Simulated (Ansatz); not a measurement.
`CB(C)Cl` + H–F → `CB(C)F` + HCl at 400 K and 1 bar (ligand exchange at a B–Cl bond).

Computed with Ansatz on PBE0-D4/def2-TZVP structures; ΔE is electronic, products minus reactants. CCSD(T)/CBS is the MP2 limit (def2-TZVPP, def2-QZVPP) plus CCSD(T) − MP2 in def2-TZVPP, frozen cores. This one scheme is used for every species.

| species | CCSD(T)/CBS energy (Eh) | H − E (kJ/mol) | S (J/(mol·K)) |
| --- | --- | --- | --- |
| `CB(C)Cl` | -564.35192 | 233.6 | 349.1 |
| H–F | -100.39570 | 36.5 | 182.2 |
| `CB(C)F` | -204.38401 | 236.3 | 340.2 |
| HCl | -460.38127 | 29.6 | 195.4 |

H − E and S are ideal-gas, rigid-rotor, harmonic terms from PBE0-D4/def2-TZVP, for one conformer and one mirror image of each species. 1 Eh = 2625.50 kJ/mol, R = 8.31446 J/(mol·K).

By hand: ΔE, ΔH, ΔS and ΔG.

ΔE = (-204.38401) + (-460.38127) − (-564.35192) − (-100.39570) = -0.01766 Eh = -46.4 kJ/mol. Δ(H − E) = 236.3 + 29.6 − 233.6 − 36.5 = -4.2, so ΔH = -50.6 kJ/mol. ΔS = 340.2 + 195.4 − 349.1 − 182.2 = 4.3 J/(mol·K). ΔG = -50.6 − 400 × (4.3)/1000 = -52.3 kJ/mol.

By hand: the equilibrium constant, and the temperature at which ΔG would vanish if ΔH and ΔS stayed fixed.

log₁₀ K = −ΔG/(RT ln 10) = 6.8. ΔH and −TΔS have one sign here, so there is no such temperature. One of them is within its doubt of zero, so this could turn.

The number of gas molecules stays the same, so ΔS is small and ΔH decides. A doubt of 5 kJ/mol in ΔE shifts log₁₀ K by 0.7 here. Other conformers and mirror images would add mixing entropy, several J/(mol·K) or more a flexible species. Modes under 60 cm⁻¹, often nearly free rotors, make the harmonic entropy too high. These are equilibria of isolated gas molecules and say nothing of rates. Largest T1 diagnostic: 0.011 (customary marks: 0.02 for closed shells, 0.045 for open ones).
